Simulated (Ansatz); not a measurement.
[Te3]2- (Te₃²⁻) was relaxed with B3LYP-D4 (def2-SVPD) in Ansatz in these states: charge -1 doublet, charge -2 singlet. The geometries follow in no particular order.

In the def2 sets Te takes a core potential; there is no spin–orbit coupling. A multiply charged anion in the gas phase is held together partly by the finite basis. Removing one electron lowers the energy by 1.56 eV at PBE0-D4/def2-TZVPD, so it isn't bound.

A:

Cartesian coordinates in Å:
```
Te 0.295 1.120 -2.001
Te 0.916 0.022 0.397
Te -1.211 -1.142 1.604
```

B:

Cartesian coordinates in Å:
```
Te 0.691 -2.334 -0.107
Te 0.890 0.480 0.130
Te -1.581 1.853 -0.023
```

Task: Judge from the bond lengths which geometry belongs to which state (an estimate).

Result: A is the charge -1 doublet (Te1–Te2 2.709 Å, Te2–Te3 2.709 Å); B is the charge -2 singlet (Te1–Te2 2.831 Å, Te2–Te3 2.831 Å).

At B3LYP-D4/def2-SVPD the highest occupied level of the charge -2 singlet lies above zero (up to 3.08 eV). By energy differences it is unbound by 1.56 eV (vertical, to the charge -1 doublet, at PBE0-D4/def2-TZVPD) and held by the finite basis.
